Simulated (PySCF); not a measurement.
# Calculated NMR parameters of C=Cc1cpcpc1C(C)=O

* Formula: C8H8OP2
* SMILES: C=Cc1cpcpc1C(C)=O
* InChI: InChI=1S/C8H8OP2/c1-3-7-4-10-5-11-8(7)6(2)9/h3-5H,1H2,2H3
* Point group of the computed structure: C1
* Carbon signals: 8
* Proton signals: 6

Molfile (atoms numbered from 1):
```
C8H8OP2
     RDKit          3D

 19 19  0  0  0  0  0  0  0  0999 V2000
   -0.9954   -2.7667    0.5171 C   0  0  0  0  0  0  0  0  0  0  0  0
   -0.3558   -1.8333   -0.1710 C   0  0  0  0  0  0  0  0  0  0  0  0
   -0.7423   -0.4144   -0.1659 C   0  0  0  0  0  0  0  0  0  0  0  0
   -2.0921   -0.1576   -0.3699 C   0  0  0  0  0  0  0  0  0  0  0  0
   -2.9456    1.3450   -0.4506 P   0  0  0  0  0  0  0  0  0  0  0  0
   -1.6739    2.5046   -0.2812 C   0  0  0  0  0  0  0  0  0  0  0  0
    0.0199    2.3025   -0.0445 P   0  0  0  0  0  0  0  0  0  0  0  0
    0.2523    0.5646   -0.0019 C   0  0  0  0  0  0  0  0  0  0  0  0
    1.6350    0.1281    0.3116 C   0  0  0  0  0  0  0  0  0  0  0  0
    2.7336    1.1166    0.0001 C   0  0  0  0  0  0  0  0  0  0  0  0
    1.8780   -0.9519    0.8049 O   0  0  0  0  0  0  0  0  0  0  0  0
   -1.8142   -2.5284    1.1765 H   0  0  0  0  0  0  0  0  0  0  0  0
   -0.6955   -3.7991    0.4794 H   0  0  0  0  0  0  0  0  0  0  0  0
    0.4938   -2.0963   -0.7854 H   0  0  0  0  0  0  0  0  0  0  0  0
   -2.7217   -1.0309   -0.5017 H   0  0  0  0  0  0  0  0  0  0  0  0
   -1.9924    3.5428   -0.3209 H   0  0  0  0  0  0  0  0  0  0  0  0
    2.6430    1.4851   -1.0197 H   0  0  0  0  0  0  0  0  0  0  0  0
    2.6652    1.9649    0.6798 H   0  0  0  0  0  0  0  0  0  0  0  0
    3.6984    0.6337    0.1357 H   0  0  0  0  0  0  0  0  0  0  0  0
  1  2  2  0
  2  3  1  0
  3  4  2  0
  4  5  1  0
  5  6  2  0
  6  7  1  0
  7  8  2  0
  8  9  1  0
  9 10  1  0
  9 11  2  0
  8  3  1  0
  1 12  1  0
  1 13  1  0
  2 14  1  0
  4 15  1  0
  6 16  1  0
 10 17  1  0
 10 18  1  0
 10 19  1  0
M  END
```

Calculated, not measured (PySCF 2.14): GFN2-xTB structure, PBE0/pcSseg-1 with gauge-including orbitals. One conformer, non-relativistic, rapidly exchanging positions averaged, gas phase.

δ = σ(ref) − σ, references computed at the same level: $^{1}$H and $^{13}$C against TMS; H3PO4 for $^{31}$P; H2O for $^{17}$O.

| carbon | δC, type | δH (multiplicity) | HMBC from (2–3 bonds) | span of the C tensor (ppm) |
| --- | --- | --- | --- | --- |
| C1 | 124.3, CH2 | H12 5.84 (m); H13 5.69 (m) | H14 | 205 |
| C2 | 156.0, CH | 7.61 (m) | H15, H12, H13 | 239 |
| C3 | 152.3, C | – | H15, H14, H12, H13 | 228 |
| C4 | 166.2, CH | 9.41 (m) | H16, H14 | 297 |
| C6 | 191.5, CH | 10.89 (m) | H15 | 415 |
| C8 | 168.0, C | – | H16, H15, H14, H17/H18/H19 | 276 |
| C9 | 205.5, C | – | H17/H18/H19 | 200 |
| C10 | 33.8, CH3 | 3.03 (s) | – | 46 |

Other nuclei:
```
atoms   nucleus                                     environment  δ (ppm)  σ (ppm)
   P5  $^{31}$P  phosphorus bonded to 2 C, in a 6-membered ring    284.9     33.5
   P7  $^{31}$P  phosphorus bonded to 2 C, in a 6-membered ring    283.9     34.5
  O11  $^{17}$O                                   ketone oxygen    704.5   -368.5
```

δC 205.5: ketone carbonyl carbon; the double bond to the heteroatom, with no lone-pair donor beside it, deshields it most. δC 191.5, 166.2: aromatic CH. δC 156.0: alkene CH; as expected for a trigonal carbon in a double bond. δC 124.3: terminal =CH2 carbon; an sp2 carbon of a C=C bond. δH 10.89, 9.41: hydrogen on an aromatic CH; the ring current deshields protons in the ring plane.

Splittings by $^{31}$P in the carbon and heteronuclear signals aren't shown, as no couplings were computed. Shifts are as computed. Against solution values, carbons near 30 ppm lie about +3 ppm off and those near 130 ppm about +5 ppm. Of 1211 compounds with measured shifts, 218 miss one by over three times the rms of a fit or turn the order of signals round; such compounds aren't used in these exercises. Unscaled 17O shifts of doubly bonded oxygen tend to come out too high, by tens of ppm or more. Experimental scales use liquid or dissolved standards, which lie at an offset from isolated H2O (liquid H2O: subtract about 36 ppm) and H3PO4. No couplings were computed; multiplicities are counted from neighbouring protons, with m where these are inequivalent, close in shift, in a saturated or five-membered ring or joined by F or P, and br s for small geminal =CH2 splittings.
